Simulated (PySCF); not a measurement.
Al(H)(I)(OMe) (CH₄AlIO), SMILES [AlH]([I])[O]C.

Coordinates come from a PBE-D3(BJ)/def2-SVP optimisation. The structure was generated by enumeration; whether it is a known compound was not checked. The def2 effective core potentials stand for the cores of I; spin–orbit coupling is left out. The values are those of a single conformer.

All values below come from PBE-D3(BJ)/def2-SVP (PySCF).

Frequencies are harmonic and unscaled.

List the normal modes with their intensities. (An estimate is asked for; the answer gives what the named calculation found.)


| mode | ν (cm⁻¹) | IR (km/mol) | moving atoms (share of kinetic energy) |
|---|---|---|---|
| 1 | 75 | 3.0 | C 49 %, H 22 %, I 15 %, Al 11 % |
| 2 | 90 | 0.0 | H 99 % |
| 3 | 154 | 10.7 | O 57 %, H 20 %, Al 13 %, C 9 % |
| 4 | 230 | 7.1 | O 64 %, Al 14 %, H 10 %, I 8 % |
| 5 | 343 | 46.0 | Al 73 %, I 15 % |
| 6 | 425 | 77.7 | H 82 %, Al 16 % |
| 7 | 615 | 131.6 | H 90 % |
| 8 | 713 | 130.1 | Al 47 %, O 22 %, C 21 %, H 11 % |
| 9 | 1138 | 44.0 | H 66 %, C 23 %, O 11 % |
| 10 | 1144 | 0.0 | H 76 %, C 19 % |
| 11 | 1196 | 233.4 | O 54 %, C 32 %, H 11 % |
| 12 | 1421 | 1.3 | H 97 % |
| 13 | 1423 | 1.4 | H 95 % |
| 14 | 1426 | 16.9 | H 90 %, C 8 % |
| 15 | 1951 | 117.1 | H 96 % |
| 16 | 2920 | 88.3 | H 97 % |
| 17 | 3000 | 35.2 | H 90 %, C 10 % |
| 18 | 3011 | 29.4 | H 90 %, C 10 % |
